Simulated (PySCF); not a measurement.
C5H9N3Si.
SMILES with atom numbers: `[CH3:1][NH:2][SiH2:3][c:4]1[cH:5][n:6][cH:7][cH:8][n:9]1`

NICS = −σ at a ghost point: NICS(0) at the centroid of the ring atoms, NICS(1) 1 Å to either side along the normal of their mean plane, zz for the tensor component along that normal. Level: GIAO PBE0/pcSseg-1 (PySCF, non-relativistic, gas phase) on the GFN2-xTB geometry, one conformer.

Ring bond lengths (Å), with Mayer bond orders in brackets: C4–C5 1.394 (1.32), C5–N6 1.322 (1.49), N6–C7 1.325 (1.46), C7–C8 1.387 (1.36), C8–N9 1.323 (1.49), N9–C4 1.332 (1.40).

Task: What do the NICS probes read (ppm)?

Result: 
| ring | type | NICS(0) | NICS(1), two faces | NICS(1)zz, two faces | rms pucker (Å) | centre to ring atoms, mean (Å) |
| --- | --- | --- | --- | --- | --- | --- |
| C4–C5–N6–C7–C8–N9 | 6-membered ring with 2 N; formal bonds all aromatic | -5.1 | -11.1 / -11.2 | -27.9 / -28.5 | 0.00 | 1.35 |

Task: What can be read from them?

Result: 
- C4–C5–N6–C7–C8–N9: mean NICS(1)zz -28.2 ppm, shielded. The ring is flat and has no four-coordinate atom; by the NICS criterion it is aromatic. NICS(0) lies 6 ppm above the mean NICS(1).

Task: And the bond-length index? HOMA = 1 − mean of α(R − Ropt)² over the ring bonds, with Krygowski's 1993 parameters (CC: Ropt 1.388 Å, α 257.7 Å⁻²; CN: Ropt 1.334 Å, α 93.52 Å⁻²).

Result: 
- C4–C5–N6–C7–C8–N9: HOMA 0.99; the largest term is that of C5–N6, α(R − Ropt)² = 0.01. The geometric and the magnetic index point the same way.

Task: At the first NICS(1) probe listed for ring C4–C5–N6–C7–C8–N9, 1 Å off the ring, what do the in-plane components average?

Result: The isotropic value is a third of the trace: (3 × -11.1 − (-27.9))/2 = -2.7 ppm.

Task: Give the inner angles of the rings and the Hirshfeld charges of the ring atoms.

Result: 
- C4–C5–N6–C7–C8–N9: C4 119.5° (-0.036 e), C5 122.8° (+0.018 e), N6 116.9° (-0.147 e), C7 121.1° (+0.017 e), C8 121.6° (+0.012 e), N9 118.1° (-0.141 e); sum 720.0° against 720° for a flat convex ring.

Time: 69 s wall; peak memory 0.92 GiB. Hardware: Arm Neoverse N1, one thread (shared host). This is the whole shielding run at PBE0/pcSseg-1, SCF included.

The values belong to the conformer `[CH3:1][NH:2][SiH2:3][c:4]1[cH:5][n:6][cH:7][cH:8][n:9]1`: C1–N2–Si3–C4 177°, N2–Si3–C4–C5 -56°.
